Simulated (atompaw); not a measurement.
**An all-electron radial function and its pseudo partner (germanium (Ge))**

Columns: radius, all-electron u(r) and pseudo u(r) of the 3d shell (level -31.35 eV) of germanium in the configuration [Ne] 3s2 3p6 3d10 4s2 4p1.75; PBE, scalar-relativistic, PAW (atompaw) scheme, atompaw 4.2.0.5.

| r (bohr) | all-electron | pseudo |
| --- | --- | --- |
| 0.071 | 0.0778 | 0.0015 |
| 0.142 | 0.3295 | 0.0113 |
| 0.213 | 0.6244 | 0.0366 |
| 0.285 | 0.8719 | 0.0825 |
| 0.356 | 1.0360 | 0.1487 |
| 0.427 | 1.1244 | 0.2329 |
| 0.498 | 1.1522 | 0.3294 |
| 0.569 | 1.1368 | 0.4300 |
| 0.640 | 1.0937 | 0.5254 |
| 0.712 | 1.0330 | 0.6080 |
| 0.783 | 0.9646 | 0.6684 |
| 0.854 | 0.8929 | 0.7035 |
| 0.925 | 0.8212 | 0.7125 |
| 0.996 | 0.7517 | 0.6976 |
| 1.067 | 0.6857 | 0.6637 |
| 1.138 | 0.6237 | 0.6173 |
| 1.210 | 0.5654 | 0.5645 |
| 1.281 | 0.5124 | 0.5125 |
| 1.352 | 0.4638 | 0.4638 |
| 1.423 | 0.4194 | 0.4194 |
| 1.494 | 0.3790 | 0.3790 |
| 1.565 | 0.3423 | 0.3423 |
| 1.637 | 0.3085 | 0.3085 |
| 1.708 | 0.2784 | 0.2784 |
| 1.779 | 0.2512 | 0.2512 |
| 1.850 | 0.2265 | 0.2265 |

Problem. How many radial nodes do the two functions have?

Solution. The all-electron 3d function has n − l − 1 = 0; the pseudo-wave has 0.

Problem. At about which radius was the pseudo-wave matched?

Solution. 1.35 bohr, where the columns begin to agree (steps of 0.07 bohr).

Problem. Is the pseudo-wave norm-conserving?

Solution. No, it belongs to a PAW set: the norm inside the radius is not constrained, and the difference is carried by the augmentation charge.
